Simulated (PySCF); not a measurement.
LiSb: from constants to spectrum

UHF-CCSD(T) constants of LiSb, ³Σ⁻ (triplet), unpaired electrons π ↑↑ (Li def2-SVP, Sb def2-SVP with ECP28; scalar-relativistic core potentials (PySCF 2.14); masses 7.0160 and 120.9038 u):

```
ωe              : 371.3 cm⁻¹
ωexe            : 2.71 cm⁻¹
Be              : 0.3563 cm⁻¹
αe              : 0.00392 cm⁻¹
D (centrifugal) : 1.31e-06 cm⁻¹
De to Li + Sb   : 1.09 eV
```

Task: Give the vibrational terms G(v) and spacings up to v = 6.

Result: G(v) = ωe(v+½) − ωexe(v+½)².

```csv
v,G(v) (cm⁻¹),G(v) − G(v−1),Bv (cm⁻¹)
0,185,,0.3543
1,551,366,0.3504
2,911,360,0.3465
3,1266,355,0.3426
4,1616,350,0.3387
5,1960,344,0.3347
6,2299,339,0.3308
```

Task: How well does the Morse estimate ωe²/(4ωexe) reproduce De, and what is D0?

Result: It gives 1.58 eV, 145 % of the computed De. D0 = De − G(0) = 1.09 − 0.02 = 1.07 eV.

Correlated steps freeze 4 core orbitals. Correlated levels converge slowly with the basis: in double zeta they bind strong bonds too weakly, by up to about 1 eV, and carry superposition errors of some tenths. Spin–orbit coupling is left out, which matters for elements this heavy, above all for dissociation energies. The state was picked by a PBE0 search and need not be the measured ground state.
